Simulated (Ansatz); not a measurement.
Cl2Se (SMILES Cl[Se]Cl) moved off its minimum; all values from Ansatz (a first-principles code), cores frozen in correlated methods.
(charge 0, multiplicity 1)
```xyz
3

Se     0.03486    -0.08367     0.66446
Cl     1.20701     1.38728    -0.71405
Cl    -1.18499    -1.23674    -0.72755
```

Forces at HF/def2-TZVPP (eV/Å):

```json
[
 {"atom": "Se1", "Fx": "0.692", "Fy": "0.990", "Fz": "-1.724"},
 {"atom": "Cl2", "Fx": "-1.275", "Fy": "-1.570", "Fz": "1.275"},
 {"atom": "Cl3", "Fx": "0.583", "Fy": "0.580", "Fz": "0.449"}
]
```

Question: Give the forces (eV/Å), the total energy and the dipole at CCSD(T)/def2-TZVPPD.

Answer: 
```json
[
 {"atom": "Se1", "Fx": "0.654", "Fy": "0.874", "Fz": "-1.169"},
 {"atom": "Cl2", "Fx": "-0.968", "Fy": "-1.193", "Fz": "0.971"},
 {"atom": "Cl3", "Fx": "0.314", "Fy": "0.319", "Fz": "0.198"}
]
```
Energy -3319.4611 hartree, dipole 1.32 D.
